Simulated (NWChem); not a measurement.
System: C₄H₇N; SMILES CC=C=CN

Input file for NWChem:

```
start job
memory heap 200 mb stack 900 mb global 1100 mb
geometry units angstroms noautosym nocenter noautoz
  C      0.484040    -2.307615     0.201905
  C     -0.418784    -1.232745    -0.359878
  C     -0.402765     0.031393    -0.012379
  C     -0.365642     1.289506     0.365993
  N      0.495808     2.295200    -0.131028
  H      1.070335    -2.782873    -0.596267
  H      1.175591    -1.897508     0.943083
  H     -0.105561    -3.102349     0.678727
  H     -1.137279    -1.568998    -1.114051
  H     -0.990791     1.625863     1.193415
  H      0.929872     2.033854    -1.010907
  H      0.026528     3.190186    -0.234384
end
basis spherical
  * library def2-svp
end
dft
  xc b3lyp
  iterations 150
  mulliken
end
task dft energy
esp
  recalculate
  probe 0.07
  range 0.3
  factor 1.0
  spacing 0.02
end
task esp
```

Excerpt of the output:

```
             Northwest Computational Chemistry Package (NWChem) 7.3.0
             --------------------------------------------------------

                             Geometry "geometry" -> ""
                             -------------------------

 Output coordinates in angstroms (scale by  1.889725989 to convert to a.u.)

  No.       Tag          Charge          X              Y              Z
 ---- ---------------- ---------- -------------- -------------- --------------
    1 C                    6.0000     0.48404000    -2.30761500     0.20190500
    2 C                    6.0000    -0.41878400    -1.23274500    -0.35987800
    3 C                    6.0000    -0.40276500     0.03139300    -0.01237900
    4 C                    6.0000    -0.36564200     1.28950600     0.36599300
    5 N                    7.0000     0.49580800     2.29520000    -0.13102800
    6 H                    1.0000     1.07033500    -2.78287300    -0.59626700
    7 H                    1.0000     1.17559100    -1.89750800     0.94308300
    8 H                    1.0000    -0.10556100    -3.10234900     0.67872700
    9 H                    1.0000    -1.13727900    -1.56899800    -1.11405100
   10 H                    1.0000    -0.99079100     1.62586300     1.19341500
   11 H                    1.0000     0.92987200     2.03385400    -1.01090700
   12 H                    1.0000     0.02652800     3.19018600    -0.23438400

 Effective nuclear repulsion energy (a.u.)     152.7448502538

                                 NWChem DFT Module
                                 -----------------

 Summary of "ao basis" -> "ao basis" (spherical)
 ------------------------------------------------------------------------------
       Tag                 Description            Shells   Functions and Types
 ---------------- ------------------------------  ------  ---------------------
 C                          def2-svp                 6       14   3s2p1d
 N                          def2-svp                 6       14   3s2p1d
 H                          def2-svp                 3        5   2s1p

            General Information
            -------------------
          SCF calculation type: DFT
          Wavefunction type:  closed shell.
          No. of atoms     :    12
          No. of electrons :    38
           Alpha electrons :    19
            Beta electrons :    19
          Charge           :     0
          Spin multiplicity:     1
          Use of symmetry is: off; symmetry adaption is: off
          Maximum number of iterations: 150
          AO basis - number of functions:   105
                     number of shells:    51
          Convergence on energy requested:  1.00D-06
          Convergence on density requested:  1.00D-05
          Convergence on gradient requested:  5.00D-04

              XC Information
              --------------
                         B3LYP Method XC Potential
                     Hartree-Fock (Exact) Exchange  0.200
                        Slater Exchange Functional  0.800 local
                    Becke 1988 Exchange Functional  0.720 non-local
              Lee-Yang-Parr Correlation Functional  0.810
                  VWN I RPA Correlation Functional  0.190 local

             Grid Information
             ----------------
          Grid used for XC integration:  medium
          Radial quadrature: Mura-Knowles
          Angular quadrature: Lebedev.
          Tag              B.-S. Rad. Rad. Pts. Rad. Cut. Ang. Pts.
          ---              ---------- --------- --------- ---------
          C                   0.70       49          13.0       434
          N                   0.65       49          13.0       434
          H                   0.35       45          14.0       434
          Grid pruning is: on
          Number of quadrature shells:   560
          Spatial weights used:  Erf1

      Superposition of Atomic Density Guess
      -------------------------------------

 Sum of atomic energies:        -208.23837677

      Non-variational initial energy
      ------------------------------

 Total energy =    -211.447701
 1-e energy   =    -580.733285
 2-e energy   =     216.540733
 HOMO         =      -0.242091
 LUMO         =       0.007739

     ---------------------------------------------
      Total Density - Mulliken Population Analysis
     ---------------------------------------------

    Atom       Charge   Shell Charges
 -----------   ------   -------------------------------------------------------
    1 C    6     6.20   1.99  0.96  0.16  2.05  1.02  0.02
    2 C    6     6.24   1.99  0.96  0.30  1.93  1.01  0.04
    3 C    6     6.09   1.99  0.99  0.28  2.01  0.79  0.03
    4 C    6     6.01   1.99  0.94  0.28  1.87  0.89  0.06
    5 N    7     7.44   1.99  1.03  0.42  2.47  1.51  0.01
    6 H    1     0.89   0.67  0.20  0.03
    7 H    1     0.91   0.67  0.21  0.03
    8 H    1     0.89   0.67  0.20  0.03
    9 H    1     0.89   0.67  0.20  0.02
   10 H    1     0.89   0.67  0.20  0.02
   11 H    1     0.79   0.61  0.13  0.04
   12 H    1     0.77   0.60  0.12  0.04

   convergence    iter        energy       DeltaE   RMS-Dens  Diis-err
 ---------------- ----- ----------------- --------- --------- ---------
 d= 0,ls=0.0,diis     1   -211.1226013752 -3.64D+02  1.06D-02  4.08D-01
 d= 0,ls=0.0,diis     2   -211.1572981721 -3.47D-02  5.02D-03  1.43D-01
 d= 0,ls=0.0,diis     3   -211.1644820477 -7.18D-03  1.98D-03  8.35D-02
 d= 0,ls=0.0,diis     4   -211.1743023163 -9.82D-03  5.32D-04  3.65D-03
 d= 0,ls=0.0,diis     5   -211.1747007337 -3.98D-04  1.58D-04  4.13D-04
  Resetting Diis
 d= 0,ls=0.0,diis     6   -211.1747492133 -4.85D-05  3.02D-05  4.60D-06
 d= 0,ls=0.0,diis     7   -211.1747495807 -3.67D-07  2.63D-05  1.72D-06
 d= 0,ls=0.0,diis     8   -211.1747489861  5.95D-07  1.72D-05  5.95D-06
 d= 0,ls=0.0,diis     9   -211.1747498159 -8.30D-07  1.40D-06  2.63D-08

         Total DFT energy =     -211.174749815887
      One electron energy =     -585.777872279550
           Coulomb energy =      253.012218602156
    Exchange-Corr. energy =      -31.153946392296
 Nuclear repulsion energy =      152.744850253803

 Numeric. integr. density =       38.000001094875

                       DFT Final Molecular Orbital Analysis
                       ------------------------------------

 Vector   17  Occ=2.000000D+00  E=-3.290376D-01
              MO Center=  1.3D-01,  1.5D+00,  5.4D-02, r^2= 2.7D+00
   Bfn.  Coefficient  Atom+Function         Bfn.  Coefficient  Atom+Function
  ----- ------------  ---------------      ----- ------------  ---------------
    62      0.288790   5 N  pz               60      0.272989   5 N  px
    46     -0.209738   4 C  px               63     -0.208742   5 N  px
    48     -0.199563   4 C  pz               65     -0.190506   5 N  pz
    47      0.155754   4 C  py               49     -0.143605   4 C  px
    51     -0.143052   4 C  pz               59     -0.142246   5 N  s

 Vector   18  Occ=2.000000D+00  E=-2.497617D-01
              MO Center= -3.2D-01, -6.2D-01, -1.1D-01, r^2= 2.5D+00
   Bfn.  Coefficient  Atom+Function         Bfn.  Coefficient  Atom+Function
  ----- ------------  ---------------      ----- ------------  ---------------
    20      0.289125   2 C  pz               32     -0.281438   3 C  px
    34      0.261338   3 C  pz               18     -0.257627   2 C  px
    23      0.190654   2 C  pz               35     -0.186096   3 C  px
    21     -0.179595   2 C  px               37      0.153560   3 C  pz
    81     -0.135316   8 H  s                71      0.128928   6 H  s

 Vector   19  Occ=2.000000D+00  E=-2.043752D-01
              MO Center= -1.3D-02,  9.9D-01,  2.0D-02, r^2= 3.0D+00
   Bfn.  Coefficient  Atom+Function         Bfn.  Coefficient  Atom+Function
  ----- ------------  ---------------      ----- ------------  ---------------
    60      0.273156   5 N  px               32      0.270022   3 C  px
    62      0.257509   5 N  pz               63     -0.249649   5 N  px
    34      0.245409   3 C  pz               65     -0.219820   5 N  pz
    46      0.210548   4 C  px               35      0.204548   3 C  px
    48      0.172400   4 C  pz               37      0.159044   3 C  pz

 Vector   20  Occ=0.000000D+00  E= 1.280804D-02
              MO Center= -2.8D-01,  1.9D-01, -1.3D-01, r^2= 4.8D+00
   Bfn.  Coefficient  Atom+Function         Bfn.  Coefficient  Atom+Function
  ----- ------------  ---------------      ----- ------------  ---------------
    59      0.687277   5 N  s                92     -0.462816  10 H  s
   102     -0.428226  12 H  s                23     -0.397236   2 C  pz
    21      0.331115   2 C  px               97     -0.299227  11 H  s
    45      0.291291   4 C  s                20     -0.282408   2 C  pz
    35     -0.282057   3 C  px               37      0.271621   3 C  pz

 Vector   21  Occ=0.000000D+00  E= 3.777031D-02
              MO Center= -3.0D-01,  7.1D-02, -1.5D-02, r^2= 4.9D+00
   Bfn.  Coefficient  Atom+Function         Bfn.  Coefficient  Atom+Function
  ----- ------------  ---------------      ----- ------------  ---------------
     3      1.057272   1 C  s                87     -0.599222   9 H  s
    72     -0.422558   6 H  s                82     -0.411472   8 H  s
    49      0.379592   4 C  px               51      0.374413   4 C  pz
    35     -0.327038   3 C  px               46      0.308365   4 C  px
    32     -0.281281   3 C  px               48      0.270942   4 C  pz

 Vector   22  Occ=0.000000D+00  E= 7.711982D-02
              MO Center=  2.7D-01,  1.5D+00, -5.4D-01, r^2= 7.9D+00
   Bfn.  Coefficient  Atom+Function         Bfn.  Coefficient  Atom+Function
  ----- ------------  ---------------      ----- ------------  ---------------
    59      1.150808   5 N  s                 3      1.003531   1 C  s
   102     -0.913945  12 H  s                97     -0.903304  11 H  s
    82     -0.559205   8 H  s                77     -0.401566   7 H  s
    72     -0.330566   6 H  s                21     -0.328201   2 C  px
    65     -0.315749   5 N  pz               35      0.296546   3 C  px

     ---------------------------------------------
      Total Density - Mulliken Population Analysis
     ---------------------------------------------

    Atom       Charge   Shell Charges
 -----------   ------   -------------------------------------------------------
    1 C    6     5.93   1.98  0.91  0.06  2.13  0.82  0.03
    2 C    6     6.24   1.99  0.91  0.33  2.09  0.89  0.04
    3 C    6     5.85   1.99  0.92  0.29  2.06  0.56  0.03
    4 C    6     6.14   1.99  0.91  0.26  2.09  0.84  0.06
    5 N    7     7.14   1.99  1.00  0.38  2.46  1.29  0.02
    6 H    1     0.98   0.74  0.22  0.02
    7 H    1     0.99   0.74  0.22  0.02
    8 H    1     0.98   0.74  0.21  0.02
    9 H    1     0.98   0.75  0.21  0.02
   10 H    1     0.97   0.75  0.20  0.02
   11 H    1     0.90   0.73  0.13  0.04
   12 H    1     0.89   0.73  0.12  0.05

     -------------------------------------------
      Total Density - Lowdin Population Analysis
     -------------------------------------------

    Atom       Charge   Shell Charges
 -----------   ------   -------------------------------------------------------
    1 C    6     6.05   1.96  0.58  0.30  1.90  1.24  0.07
    2 C    6     6.06   1.96  0.60  0.30  1.90  1.20  0.10
    3 C    6     6.08   1.97  0.64  0.30  1.88  1.21  0.08
    4 C    6     6.03   1.96  0.59  0.30  1.89  1.16  0.13
    5 N    7     7.06   1.97  0.71  0.42  2.25  1.66  0.04
    6 H    1     0.97   0.64  0.27  0.06
    7 H    1     0.97   0.64  0.27  0.06
    8 H    1     0.97   0.64  0.27  0.06
    9 H    1     0.97   0.64  0.27  0.07
   10 H    1     0.97   0.64  0.26  0.07
   11 H    1     0.93   0.60  0.21  0.12
   12 H    1     0.93   0.60  0.21  0.12

     Multipole analysis of the density
     ---------------------------------

     L   x y z        total         alpha         beta         nuclear
     -   - - -        -----         -----         ----         -------
     0   0 0 0     -0.000000    -19.000000    -19.000000     38.000000

     1   1 0 0     -0.122231     -0.269406     -0.269406      0.416581
     1   0 1 0      0.270885     -0.098703     -0.098703      0.468291
     1   0 0 1     -0.349659     -0.284685     -0.284685      0.219711

     2   2 0 0    -24.004580    -32.774315    -32.774315     41.544049
     2   1 1 0     -1.284665      1.635659      1.635659     -4.555984
     2   1 0 1     -1.212881     -0.249392     -0.249392     -0.714097
     2   0 2 0    -18.422896   -238.322853   -238.322853    458.222810
     2   0 1 1     -1.208347      0.754222      0.754222     -2.716791
     2   0 0 2    -22.625661    -24.515587    -24.515587     26.405513

                     NWChem Electrostatic Potential Fit Module
                     -----------------------------------------

 Atom parameters

 Number of atoms is                                   12
 Number of basis functions is                        105

 Grid parameters

 Maximum number of grid points is                  46747
 Number of grid points is                          46746
 Grid range                                     0.300000 nm
 Grid spacing                                   0.020000 nm
 Probe radius                                   0.070000 nm
 Atom radius factor                             1.000000

 Atomic radii

    1    0.100000
    6    0.147000
    7    0.140000
 FASTESP  F
  using M.O. file = ./job.movecs

    Atom              Coordinates                           Charge

                                                  ESP

    1 C     0.048404   -0.230762    0.020191    0.141311
    2 C    -0.041878   -0.123275   -0.035988   -0.027051
    3 C    -0.040277    0.003139   -0.001238   -0.269759
    4 C    -0.036564    0.128951    0.036599    0.194955
    5 N     0.049581    0.229520   -0.013103   -0.682375
    6 H     0.107034   -0.278287   -0.059627   -0.023140
    7 H     0.117559   -0.189751    0.094308   -0.010528
    8 H    -0.010556   -0.310235    0.067873   -0.030073
    9 H    -0.113728   -0.156900   -0.111405    0.043953
   10 H    -0.099079    0.162586    0.119342    0.058014
   11 H     0.092987    0.203385   -0.101091    0.316879
   12 H     0.002653    0.319019   -0.023438    0.287814
                                            ------------
                                               -0.000000

 Dipole moment                                  0.459274

 Quadrupole moment Qxx                         -3.544323
                   Qyy                          5.105163
                   Qzz                         -1.560840

 RMS deviation kJ/mol                           0.068461

 RRMS %                                        44.249455
```

Level: B3LYP/def2-SVP. All runs use the structure optimised with B3LYP/6-31G* (spherical d).
